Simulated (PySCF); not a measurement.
Ga(NH2)3 (GaH6N3), SMILES [NH2][Ga]([NH2])[NH2]. Atoms are numbered in the order given.

```xyz
10

Ga     0.0116     0.0021     0.0000
N     -0.0931     0.9148    -1.5977
H      0.2116     1.8914    -1.6206
H      0.2395     0.4417    -2.4419
N      0.0812    -1.8407     0.0000
H     -0.2633    -2.3276     0.8320
H     -0.2633    -2.3276    -0.8320
N     -0.0931     0.9148     1.5977
H      0.2395     0.4417     2.4419
H      0.2116     1.8914     1.6206
```
Charge 0, spin multiplicity 1.

Geometry: PBE-D3(BJ)/def2-SVP. The structure was generated by enumeration; whether it is a known compound was not checked. Other conformers were not sampled.

All values below come from TDDFT-ωB97X/def2-SVPD run with PySCF.

Vertical excitations. Gas-phase values at a fixed geometry. State labels are in the subgroup Cs.

Computed excitation energies, oscillator strengths and character:
```
state  symmetry  energy (eV)  λ (nm)      f                                                                 main pairs
-----  --------  -----------  ------  -----  -------------------------------------------------------------------------
S1           A"         5.91     210  0.015                                                             HOMO→LUMO 83 %
S2           A'         5.99     207  0.001                                                           HOMO−1→LUMO 81 %
S3           A'         6.77     183  0.214                     HOMO−2→LUMO 66 %, HOMO→LUMO+3 15 %, HOMO−1→LUMO+2 11 %
S4           A"         7.46     166  0.106                                                           HOMO→LUMO+1 91 %
S5           A'         7.52     165  0.097                                                         HOMO−1→LUMO+1 89 %
S6           A"         8.00     155  0.003                                         HOMO→LUMO+2 65 %, HOMO→LUMO+4 15 %
S7           A"         8.11     153  0.006                                       HOMO−1→LUMO+3 57 %, HOMO→LUMO+4 14 %
S8           A'         8.14     152  0.009                   HOMO→LUMO+3 41 %, HOMO−1→LUMO+4 23 %, HOMO−1→LUMO+2 11 %
S9           A'         8.26     150  0.044                   HOMO−2→LUMO+1 51 %, HOMO−1→LUMO+2 12 %, HOMO−2→LUMO 11 %
S10          A'         8.41     147  0.026  HOMO−2→LUMO+1 34 %, HOMO−1→LUMO+2 24 %, HOMO−2→LUMO 10 %, HOMO→LUMO+6 8 %
T1           A"         5.60     221      0                                                             HOMO→LUMO 77 %
T2           A'         5.75     216      0                                                           HOMO−1→LUMO 76 %
T3           A'         6.38     194      0                      HOMO−2→LUMO 60 %, HOMO→LUMO+3 15 %, HOMO−1→LUMO+2 9 %
T4           A"         6.57     189      0                                                           HOMO→LUMO+1 88 %
```
Triplets are in the Tamm–Dancoff approximation, which puts them higher than full response would, so one can lie above its singlet here.
